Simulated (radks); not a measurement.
The numbers below are computed, except where a source is named.
Q: The mean radii <r> (bohr) of the occupied orbitals of an atom or ion are listed with their occupations. Level of theory: non-relativistic Kohn-Sham, LDA (Slater exchange, Perdew-Wang correlation), spin-unpolarised, spherical densities, point nucleus (a radial shooting solver on a logarithmic mesh with Libxc functionals).

orbital  occ.      <r>
1s          2  0.04251
2s          2   0.1862
2p          6   0.1602
3s          2   0.4714
3p          4   0.4572

Name the element and its charge.

A: Z = 36, krypton, charge +20: Kr20+ in [Ne] 3s2 3p4. The 1s radius gives Z: for a bare nucleus <r> = 1.5/Z, 0.04167 bohr for Z = 36, and screening makes it slightly larger (0.04251 here). The occupations add up to 16, and the charge is Z minus that.
